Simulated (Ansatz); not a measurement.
Reactions of Al2H4Se (`[AlH2][AlH][SeH]`).

Gas-phase electronic energies from Ansatz, PBE0-D4/def2-TZVP geometries. CBS: MP2 limit from def2 TZ/QZ plus the TZ coupled-cluster correction, frozen cores. This one scheme is used for every species. For Se outer-core shells are correlated without core-valence functions, which leaves a few kJ/mol of doubt a bond. Scalar relativity is left out up to krypton. Each species was taken in one conformer, which may not be the lowest.

```tsv
reaction	HF/CBS(def2) (kJ/mol)
`[AlH2][AlH][SeH]` + `CC` → `C[CH2][AlH][SeH]` + `[AlH3]`	26
`[AlH2][AlH][SeH]` + `N=C=CO` → `N=C=C[O][AlH2]` + `[AlH2][SeH]`	-150
`[AlH2][AlH][SeH]` + `NCS` → `[AlH2][NH]CS` + `[AlH2][SeH]`	-102
`[AlH2][AlH][SeH]` + `N=C[SeH]` → `[AlH2]/[N]=C\[SeH]` + `[AlH2][SeH]`	-97
`[AlH2][AlH][SeH]` + `N[Si]1(Cl)CO1` → `[AlH2][NH][Si]1(Cl)CO1` + `[AlH2][SeH]`	-103
`[AlH2][AlH][SeH]` + `C[SiH3]` → `C[SiH2][AlH][AlH2]` + H₂Se	146
`[AlH2][AlH][SeH]` + `N[SiH3]` → `[AlH2][NH][SiH3]` + `[AlH2][SeH]`	-108
`[AlH2][AlH][SeH]` + CH₃SH → `C[S][AlH2]` + `[AlH2][SeH]`	-108
```

Give the CCSD(T)/CBS values in the same order. (An estimate is asked.)

Computed: 19, -137, -101, -91, -101, 134, -104, -109 kJ/mol.

Largest T1 diagnostic: 0.015, for `N=C=C[O][AlH2]`.
